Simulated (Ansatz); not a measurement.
Ideal-gas functions of CH3FIOSi (`CO[Si](F)I`) radical at 800 K and 1 bar, from an Ansatz frequency run at PBE0-D4/def2-TZVP.

Molar mass 205.02 g/mol, point group C1 (symmetry number 1), electronic degeneracy 2, moments of inertia 128.104, 460.205, 536.198 u Å². Harmonic wavenumbers (cm⁻¹, unscaled): 32, 85, 128, 172, 214, 380, 386, 778, 884, 1141, 1175, 1201, 1476, 1494, 1497, 3043, 3118, 3147.

Use S(trans) = R[1.5 ln M + 2.5 ln T − 1.1517]; rotational temperatures θ = 24.2544 K / I; S(rot) = R[ln(√π/σ · √(T³/θAθBθC)) + 1.5]; for each mode x = 1.438777 ν̃/T, S = R[x/(eˣ − 1) − ln(1 − e⁻ˣ)] and H = RT x/(eˣ − 1); 1 cm⁻¹ = 0.0119627 kJ/mol; R = 8.31446 J/(mol·K).

By hand: the entropy, in J/(mol·K).

Translation 195.8. Rotation: θ = 0.1893, 0.0527, 0.0452 K, giving 132.6. Vibration, mode by mode: 32.05, 23.94, 20.54, 18.10, 16.30, 11.64, 11.51, 6.17, 5.28, 3.66, 3.49, 3.36, 2.28, 2.22, 2.21, 0.23, 0.20, 0.19, in all 163.4. Electronic 5.8. Sum 497.6 J/(mol·K).

By hand: H − E and G − E in kJ/mol, counted from the electronic energy.

Zero-point energy ½ × 20351 × 0.0119627 = 121.7; thermal vibration 54.8; translation, rotation and pV give 4 RT = 26.6. H − E = 203.1 kJ/mol, and G − E = 203.1 − 800 × 497.6/1000 = -195.0 kJ/mol.

Vibration gives 33 % of the entropy, 76.5 J/(mol·K) of it from the modes under 150 cm⁻¹: soft modes count most, and the harmonic formula is weakest for them. The sum counts one conformer and one mirror image; others add a mixing term.
